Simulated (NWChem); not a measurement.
All runs are NWChem calculations. System: C2H5Si, charge 0, spin multiplicity 2, displaced from the optimised geometry. The structure started from a generated list of species. Its SCF solution wasn't tested for a lower state. Level: UBLYP/def2-TZVP.

The NWChem input:

```
start mol
memory heap 200 mb stack 900 mb global 1100 mb
geometry units angstroms nocenter noautoz
  C      0.138270    -1.668766     0.000000
  Si    -0.530313    -0.038044     0.000000
  C      0.571729     1.559013     0.000000
  H     -0.497927    -2.593919     0.000000
  H      1.254321    -1.832186     0.000000
  H      1.656804     1.233686     0.000000
  H      0.375598     2.191779    -0.915979
  H      0.375598     2.191779     0.915979
  symmetry group Cs
end
basis spherical
  * library def2-tzvp
end
dft
  xc becke88 lyp
  odft
  mult 2
  semidirect memsize 60000000 filesize 0
  iterations 100
  grid xfine
end
task dft gradient
```

Output (cleaned and shortened):

```
             Northwest Computational Chemistry Package (NWChem) 7.3.0
             --------------------------------------------------------

                                NWChem Input Module
                                -------------------

 Scaling coordinates for geometry "geometry" by  1.889725989
 (inverse scale =  0.529177249)

 Turning off AUTOSYM since
 SYMMETRY directive was detected!

                             Geometry "geometry" -> ""
                             -------------------------

 Output coordinates in angstroms (scale by  1.889725989 to convert to a.u.)

  No.       Tag          Charge          X              Y              Z
 ---- ---------------- ---------- -------------- -------------- --------------
    1 C                    6.0000     0.13827000    -1.66876600     0.00000000
    2 Si                  14.0000    -0.53031300    -0.03804400     0.00000000
    3 C                    6.0000     0.57172900     1.55901300     0.00000000
    4 H                    1.0000    -0.49792700    -2.59391900     0.00000000
    5 H                    1.0000     1.25432100    -1.83218600     0.00000000
    6 H                    1.0000     1.65680400     1.23368600     0.00000000
    7 H                    1.0000     0.37559800     2.19177900    -0.91597900
    8 H                    1.0000     0.37559800     2.19177900     0.91597900

 Effective nuclear repulsion energy (a.u.)      88.6709284367

            Nuclear Dipole moment (a.u.)
            ----------------------------
        X                 Y               Z
 ---------------- ---------------- ----------------
     0.0000113384     0.0000094486     0.0000000000

      Symmetry information
      --------------------

 Group name             Cs
 Group number              2
 Group order               2
 No. of unique centers     7

      Symmetry unique atoms

     1    2    3    4    5    6    7


 Summary of "ao basis" -> "" (spherical)
 ------------------------------------------------------------------------------
       Tag                 Description            Shells   Functions and Types
 ---------------- ------------------------------  ------  ---------------------
 *                         def2-tzvp                  on all atoms

                                 NWChem DFT Module
                                 -----------------

 Summary of "ao basis" -> "ao basis" (spherical)
 ------------------------------------------------------------------------------
       Tag                 Description            Shells   Functions and Types
 ---------------- ------------------------------  ------  ---------------------
 C                         def2-tzvp                11       31   5s3p2d1f
 Si                        def2-tzvp                13       37   5s5p2d1f
 H                         def2-tzvp                 4        6   3s1p

 Summary of "ao basis" -> "ao basis" (spherical)
 ------------------------------------------------------------------------------
       Tag                 Description            Shells   Functions and Types
 ---------------- ------------------------------  ------  ---------------------
 C                         def2-tzvp                11       31   5s3p2d1f
 Si                        def2-tzvp                13       37   5s5p2d1f
 H                         def2-tzvp                 4        6   3s1p

      Symmetry analysis of basis
      --------------------------

        a'         88
        a"         41

            General Information
            -------------------
          SCF calculation type: DFT
          Wavefunction type:  spin polarized.
          No. of atoms     :     8
          No. of electrons :    31
           Alpha electrons :    16
            Beta electrons :    15
          Charge           :     0
          Spin multiplicity:     2
          Use of symmetry is: on ; symmetry adaption is: on
          Maximum number of iterations: 100
          AO basis - number of functions:   129
                     number of shells:    55
          Convergence on energy requested:  1.00D-06
          Convergence on density requested:  1.00D-05
          Convergence on gradient requested:  5.00D-04

              XC Information
              --------------
                    Becke 1988 Exchange Functional  1.000
              Lee-Yang-Parr Correlation Functional  1.000

             Grid Information
             ----------------
          Grid used for XC integration:  xfine
          Radial quadrature: Mura-Knowles
          Angular quadrature: Lebedev.
          Tag              B.-S. Rad. Rad. Pts. Rad. Cut. Ang. Pts.
          ---              ---------- --------- --------- ---------
          C                   0.70      100          12.0      1454
          Si                  1.10      125          10.0      1454
          H                   0.35      100          13.0      1202
          Grid pruning is: on
          Number of quadrature shells:   725
          Spatial weights used:  Erf1

          Convergence Information
          -----------------------
          Convergence aids based upon iterative change in
          total energy or number of iterations.
          Levelshifting, if invoked, occurs when the
          HOMO/LUMO gap drops below (HL_TOL):  1.00D-02
          DIIS, if invoked, will attempt to extrapolate
          using up to (NFOCK): 10 stored Fock matrices.

                    Damping( 0%)  Levelshifting(0.5)       DIIS
                  --------------- ------------------- ---------------
          dE  on:    start            ASAP                start
[...]
   Bfn.  Coefficient  Atom+Function         Bfn.  Coefficient  Atom+Function
  ----- ------------  ---------------      ----- ------------  ---------------
    36      0.576040  2 Si s                 49     -0.308879  2 Si px
    46     -0.304896  2 Si px                73     -0.276426  3 C  s
    35      0.267884  2 Si s                114      0.180872  6 H  s
    34     -0.167690  2 Si s                  4     -0.158082  1 C  s
    43     -0.153312  2 Si px               108      0.145670  5 H  s

 Vector   17  Occ=0.000000D+00  E=-4.812535D-02  Symmetry=a"
              MO Center= -3.7D-01, -3.4D-01, -1.8D-14, r^2= 3.6D+00
   Bfn.  Coefficient  Atom+Function         Bfn.  Coefficient  Atom+Function
  ----- ------------  ---------------      ----- ------------  ---------------
    51      0.631622  2 Si pz                14     -0.419613  1 C  pz
    48      0.387269  2 Si pz                 8     -0.271748  1 C  pz
    11     -0.216223  1 C  pz                45      0.147983  2 Si pz
    39     -0.138314  2 Si pz               120      0.119967  7 H  s
   126     -0.119967  8 H  s                119      0.085778  7 H  s

 Vector   18  Occ=0.000000D+00  E= 5.837767D-03  Symmetry=a'
              MO Center=  4.2D-01,  1.1D+00,  3.9D-16, r^2= 6.4D+00
   Bfn.  Coefficient  Atom+Function         Bfn.  Coefficient  Atom+Function
  ----- ------------  ---------------      ----- ------------  ---------------
    73      3.590792  3 C  s                 36     -1.659691  2 Si s
   120     -1.307923  7 H  s                126     -1.307923  8 H  s
   114     -0.857606  6 H  s                 49     -0.694954  2 Si px
     5      0.524198  1 C  s                 50     -0.457659  2 Si py
   102     -0.426023  4 H  s                 46     -0.324534  2 Si px

   alpha - beta orbital overlaps
   -----------------------------

   alpha      1      2      3      4      5      6      7      8      9     10
    beta      1      2      3      4      6      5      7      8      9     10
 overlap   1.000  1.000  1.000  1.000  0.943  1.000  0.943  1.000  1.000  0.988

   alpha     11     12     13     14     15     16     17     18     19     20
    beta     11     12     13     14     16     15     17     18     19     20
 overlap   0.992  1.000  0.999  0.999  0.992  0.997  0.994  0.995  0.990  0.989

   alpha     21     22     23     24     25     26     27     28     29     30
    beta     21     22     23     24     25     26     27     28     29     30
 overlap   0.999  0.966  0.974  0.994  0.988  0.992  0.987  0.999  0.960  0.990

   alpha     31     32     33     34     35     36     37     38     39     40
    beta     31     33     32     34     35     36     37     38     39     40
 overlap   0.952  0.966  0.980  0.969  0.986  0.982  0.993  0.994  0.997  1.000

   alpha     41     42     43     44     45     46     47     48     49     50
    beta     41     42     43     44     45     46     47     49     48     50
 overlap   0.997  0.992  0.992  0.990  0.990  0.998  0.999  0.996  0.999  0.998

   alpha     51     52     53     54     55     56     57     58     59     60
    beta     51     52     53     54     55     56     57     58     59     60
 overlap   0.990  0.998  0.997  0.993  0.999  0.803  0.794  0.983  0.977  0.987

   alpha     61     62     63     64     65     66     67     68     69     70
    beta     61     62     63     64     65     66     67     68     69     70
 overlap   0.889  0.888  0.997  0.999  0.997  0.998  0.999  1.000  0.997  0.993

   alpha     71     72     73     74     75     76     77     78     79     80
    beta     71     72     73     74     75     76     77     78     79     80
 overlap   0.998  1.000  0.992  1.000  0.997  0.999  0.999  0.999  1.000  0.999

   alpha     81     82     83     84     85     86     87     88     89     90
    beta     81     82     83     84     85     86     87     88     89     90
 overlap   0.999  0.999  0.997  0.997  0.999  0.999  0.999  1.000  0.999  1.000

   alpha     91     92     93     94     95     96     97     98     99    100
    beta     91     92     93     94     95     96     97     98     99    100
 overlap   0.999  1.000  0.999  0.999  1.000  0.999  0.999  1.000  1.000  1.000

   alpha    101    102    103    104    105    106    107    108    109    110
    beta    101    102    104    103    105    106    107    108    110    109
 overlap   0.999  0.998  0.998  0.998  0.999  0.999  0.999  0.999  0.999  0.999

   alpha    111    112    113    114    115    116    117    118    119    120
    beta    111    112    113    114    115    116    117    118    119    120
 overlap   1.000  0.999  1.000  0.999  0.999  1.000  0.998  0.998  1.000  1.000

   alpha    121    122    123    124    125    126    127    128    129
    beta    121    122    123    124    125    126    127    128    129
 overlap   1.000  0.995  0.995  1.000  1.000  1.000  1.000  1.000  1.000

     --------------------------
     Expectation value of S2:
     --------------------------
      <S2> =      0.7576 (Exact =     0.7500)

 center of mass
 --------------
 x =  -0.10365332 y =  -0.03914047 z =   0.00000000

 moments of inertia (a.u.)
 ------------------
         305.939925855294         -39.751814641770           0.000000000000
         -39.751814641770          65.800003076685           0.000000000000
           0.000000000000           0.000000000000         359.661406112627

     Multipole analysis of the density
     ---------------------------------

     L   x y z        total         alpha         beta         nuclear
     -   - - -        -----         -----         ----         -------
     0   0 0 0     -0.000000    -16.000000    -15.000000     31.000000

     1   1 0 0      0.114081      0.913048     -0.798978      0.000011
     1   0 1 0      0.616311      0.111168      0.505133      0.000009
     1   0 0 1     -0.000000      0.000000     -0.000000      0.000000

     2   2 0 0    -19.820347    -32.952796    -25.655029     38.787479
     2   1 1 0      0.155474    -12.225295    -12.366255     24.747024
     2   1 0 1     -0.000000     -0.000000      0.000000      0.000000
     2   0 2 0    -20.075506   -105.103081   -102.550308    187.577883
     2   0 1 1      0.000000      0.000000      0.000000      0.000000
     2   0 0 2    -21.802476    -14.687604    -13.107243      5.992371

            General Information
            -------------------
          SCF calculation type: DFT
          Wavefunction type:  spin polarized.
          No. of atoms     :     8
          No. of electrons :    31
           Alpha electrons :    16
            Beta electrons :    15
          Charge           :     0
          Spin multiplicity:     2
          Use of symmetry is: on ; symmetry adaption is: on
          Maximum number of iterations: 100
          AO basis - number of functions:   129
                     number of shells:    55
          Convergence on energy requested:  1.00D-06
          Convergence on density requested:  1.00D-05
          Convergence on gradient requested:  5.00D-04

              XC Information
              --------------
                    Becke 1988 Exchange Functional  1.000
              Lee-Yang-Parr Correlation Functional  1.000

             Grid Information
             ----------------
          Grid used for XC integration:  xfine
          Radial quadrature: Mura-Knowles
          Angular quadrature: Lebedev.
          Tag              B.-S. Rad. Rad. Pts. Rad. Cut. Ang. Pts.
          ---              ---------- --------- --------- ---------
          C                   0.70      100          12.0      1454
          Si                  1.10      125          10.0      1454
          H                   0.35      100          13.0      1202
          Grid pruning is: on
          Number of quadrature shells:   725
          Spatial weights used:  Erf1

          Convergence Information
          -----------------------
          Convergence aids based upon iterative change in
          total energy or number of iterations.
          Levelshifting, if invoked, occurs when the
          HOMO/LUMO gap drops below (HL_TOL):  1.00D-02
          DIIS, if invoked, will attempt to extrapolate
          using up to (NFOCK): 10 stored Fock matrices.

                    Damping( 0%)  Levelshifting(0.5)       DIIS
                  --------------- ------------------- ---------------
          dE  on:    start            ASAP                start
          dE off:    2 iters        100 iters           100 iters

      Screening Tolerance Information
      -------------------------------
          Density screening/tol_rho:  1.00D-10
          AO Gaussian exp screening on grid/accAOfunc:  14
          CD Gaussian exp screening on grid/accCDfunc:  20
          XC Gaussian exp screening on grid/accXCfunc:  20
          Schwarz screening/accCoul:  1.00D-08

                            NWChem DFT Gradient Module
                            --------------------------

  charge          =   0.00
  wavefunction    = open shell

  Using symmetry

                         DFT ENERGY GRADIENTS

    atom               coordinates                        gradient
                 x          y          z           x          y          z
   1 C       0.261292  -3.153510   0.000000   -0.000884   0.000026   0.000000
   2 Si     -1.002146  -0.071893   0.000000   -0.011561   0.012124   0.000000
   3 C       1.080411   2.946107   0.000000   -0.006901  -0.008563   0.000000
   4 H      -0.940946  -4.901796   0.000000   -0.011798  -0.017346   0.000000
   5 H       2.370323  -3.462330   0.000000    0.019834  -0.002624   0.000000
   6 H       3.130906   2.331328   0.000000    0.017713  -0.005417   0.000000
   7 H       0.709777   4.141862  -1.730949   -0.003201   0.010900  -0.015367
   8 H       0.709777   4.141862   1.730949   -0.003201   0.010900   0.015367

                 ----------------------------------------
                 |  Time  |  1-e(secs)   |  2-e(secs)   |
                 ----------------------------------------
                 |  CPU   |       0.01   |       4.72   |
                 ----------------------------------------
                 |  WALL  |       0.01   |       4.72   |
                 ----------------------------------------

 Task  times  cpu:       27.6s     wall:       27.6s

 Total times  cpu:       27.6s     wall:       27.6s
```
